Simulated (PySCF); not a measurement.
Start geometry of `CC(C)OC1[SiH2]C[SiH2]1` from GFN2-xTB (Å):
```
atom  x, y, z in Å
C1    -2.3289   -0.3319   -1.2135
C2    -1.5477    0.2855   -0.0628
C3    -2.4391    0.4730    1.1661
O4    -0.4310   -0.5439    0.3073
C5     0.7168   -0.3898   -0.4762
Si6    1.7303    1.2304   -0.0923
C7     3.1775    0.0728    0.4597
Si8    2.1462   -1.5163    0.1934
H9    -3.1728    0.3606   -1.4602
H10   -2.7513   -1.2772   -0.9150
H11   -1.7304   -0.4456   -2.0868
H12   -1.1332    1.2709   -0.3685
H13   -2.7892   -0.4850    1.5145
H14   -1.8620    0.9486    1.9759
H15   -3.2837    1.0848    0.9389
H16    0.4864   -0.5242   -1.5202
H17    2.0178    2.0800   -1.2581
H18    1.1583    2.0377    0.9972
H19    3.5081    0.2260    1.4812
H20    4.0260    0.1451   -0.1669
H21    2.6641   -2.4441   -0.8097
H22    1.7727   -2.2530    1.4094
```

Question: What comes out of this run: PBE0-D3(BJ)/def2-SVP geometry optimisation, gas phase (PySCF 2.14.0)?

Answer: 
```
atom  x, y, z in Å
C1    -2.1218    0.4090   -1.2357
C2    -1.5276    0.5271    0.1593
C3    -2.5863    0.5602    1.2413
O4    -0.6717   -0.5545    0.4635
C5     0.5440   -0.5666   -0.2127
Si6    1.8500    0.8506   -0.1124
C7     3.2119   -0.4741   -0.2152
Si8    1.9265   -1.7367    0.3952
H9    -2.8150    1.2397   -1.4348
H10   -2.6754   -0.5384   -1.3298
H11   -1.3443    0.4335   -2.0139
H12   -0.9319    1.4665    0.2100
H13   -3.1801   -0.3666    1.2170
H14   -2.1147    0.6384    2.2311
H15   -3.2653    1.4140    1.1022
H16    0.4313   -0.7803   -1.3024
H17    1.8384    1.8958   -1.1852
H18    1.8413    1.5203    1.2248
H19    4.1168   -0.3274    0.3900
H20    3.5140   -0.6663   -1.2578
H21    1.9724   -3.1133   -0.1891
H22    1.9306   -1.8309    1.8859
```

The energy falls by 8.2 kcal/mol over 18 energy and gradient evaluations, the largest force component goes from 0.0336 to 2.6e-04 Eh/bohr, and the atoms move by 0.611 Å rms after alignment. The bond that changes most is C7–H20 (sp3 carbon bound to silicon to methylene hydrogen), which lengthens by 0.045 Å. Bonds longer at the end by more than 0.005 Å: 11 of 22; shorter: 8. Among the angles that change most is O4–C5–Si6, from 114.1° to 124.0°. Among the dihedrals that turn most is H16–C5–Si8–H22, from -129° to -164°. Rotational constants go from 2462, 800.4, 715.8 to 2638, 783.6, 710.6 MHz. The orientation of the end geometry is arbitrary; only internal coordinates are fixed.

The run used 190 basis functions and 119 SCF cycles in all. On one thread, Arm Neoverse N1 (aarch64), on a shared host, this took 10 min wall and 0.88 GiB of memory at its peak.

Stationary, but not proved a minimum. The numbers are those of one conformer.
